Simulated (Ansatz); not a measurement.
Gas-phase electronic energies from Ansatz, PBE0-D4/def2-TZVP geometries. CBS: MP2 limit from def2 TZ/QZ plus the TZ coupled-cluster correction, frozen cores. DFT in def2-TZVPP. B3LYP here is the variant with VWN-RPA as its local correlation; programs differ in this. For Ge outer-core shells are correlated without core-valence functions, which leaves a few kJ/mol of doubt a bond. Scalar relativity is left out up to krypton. Each species was taken in one conformer, which may not be the lowest.

Reaction (isomerisation): `[CH3][Ge]([OH])([OH])[F]` → `OC(F)[O][GeH3]`

Task: Is it downhill or uphill in electronic energy at CCSD(T)/CBS, and by how much? (Estimate.)

Result: Ansatz gave: Uphill: ΔE = +294.4 kJ/mol.

Task: What do these levels give: r2SCAN-D4, PBE0-D4, ωB97X-V, ωB97M-V, B2PLYP, PBE, r2SCAN, PBE0, B3LYP, HF/def2-TZVPP, SCS-MP2/def2-QZVPP, CCSD/CBS(def2)? (Estimate.)

Result: Ansatz gave: r2SCAN-D4 276.3, PBE0-D4 269.3, ωB97X-V 270.6, ωB97M-V 275.2, B2PLYP 286.9, PBE 264.2, r2SCAN 276.3, PBE0 269.0, B3LYP 273.6, HF/def2-TZVPP 274.0, SCS-MP2/def2-QZVPP 304.2, CCSD/CBS(def2) 294.8 kJ/mol.

Largest T1 diagnostic among the species: 0.012.

From PBE to PBE0 (25 % exact exchange), in def2-TZVPP and without D4, ΔE moves by +4.8 kJ/mol. In def2-TZVPP, CCSD(T) changes the Hartree–Fock value by +13.3 kJ/mol (the triples alone add −0.4 kJ/mol) and MP2 by +33.8 kJ/mol.
